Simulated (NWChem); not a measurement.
Molecule: H$_{2}$SeSO; SMILES O[Se]S

```xyz
5

Se     0.4212     0.4555     0.0034
O     -1.1265     1.3795    -0.0559
H     -1.4422     1.4556     0.8549
S     -0.2185    -1.6344     0.0477
H     -0.3701    -1.8275    -1.2857
```
Atoms are numbered in this order, from 1.

All runs: NWChem. All runs use the structure optimised with PBE0/def2-SVP.

For level B3LYP/aug-pcseg-1:

| Item | Value |
|---|---|
| highest occupied level (eV) | -6.81 |
| orbital gap (eV) | 5.20 |
| dipole (D) | 0.54 |

### Question
How do the values read with level B3LYP/STO-3G instead?

### Answer
* **highest occupied level (eV)**: -3.74
* **orbital gap (eV)**: 6.96
* **dipole (D)**: 0.95
